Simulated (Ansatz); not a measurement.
Consider the cleavage of the Ge–Si bond: `[GeH3][SiH2][SiH2][SiH2][GeH3]` + `F[SiH](F)S` → `F[SiH](F)[S][GeH3]` + `[SiH3][SiH2][SiH2][GeH3]`.

Program: Ansatz. Geometries: PBE0-D4/def2-TZVP. ΔE: electronic, gas phase. CCSD(T)/CBS is the MP2 limit (def2-TZVPP, def2-QZVPP) plus CCSD(T) − MP2 in def2-TZVPP, frozen cores. DFT in def2-TZVPP. B3LYP here is the variant with VWN-RPA as its local correlation; programs differ in this. For Ge outer-core shells are correlated without core-valence functions, which leaves a few kJ/mol of doubt a bond. Scalar relativity is left out up to krypton. Each species was taken in one conformer, which may not be the lowest.

```csv
level,ΔE (kJ/mol),difference from CCSD(T)/CBS
PBE-D4,-20.3,6.1
r2SCAN-D4,-26.7,-0.3
PBE0-D4,-22.9,3.5
ωB97M-V,-29.3,-2.9
B2PLYP,-31.8,-5.4
r2SCAN,-27.9,-1.5
PBE0,-25.6,0.8
B3LYP,-31.6,-5.2
HF/def2-TZVPP,-45.2,-18.8
MP2/def2-TZVPP,-31.0,-4.6
SCS-MP2/def2-TZVPP,-34.0,-7.6
CCSD(T)/def2-TZVPP,-26.3,0.1
MP2/def2-QZVPP,-31.3,-4.9
SCS-MP2/def2-QZVPP,-34.6,-8.2
HF/CBS(def2),-46.2,-19.8
MP2/CBS(def2),-31.0,-4.6
CCSD(T)/CBS,-26.4,0
```

Largest T1 diagnostic among the species: 0.013.

The D4 term adds +3.9 kJ/mol with B3LYP and +2.8 kJ/mol with PBE0; it sums over pairs of atoms, weighted by their polarisabilities, and B3LYP, whose exchange is more repulsive, gets the larger term. In def2-TZVPP, CCSD(T) changes the Hartree–Fock value by +18.9 kJ/mol (the triples alone add +1.2 kJ/mol) and MP2 by +14.3 kJ/mol.
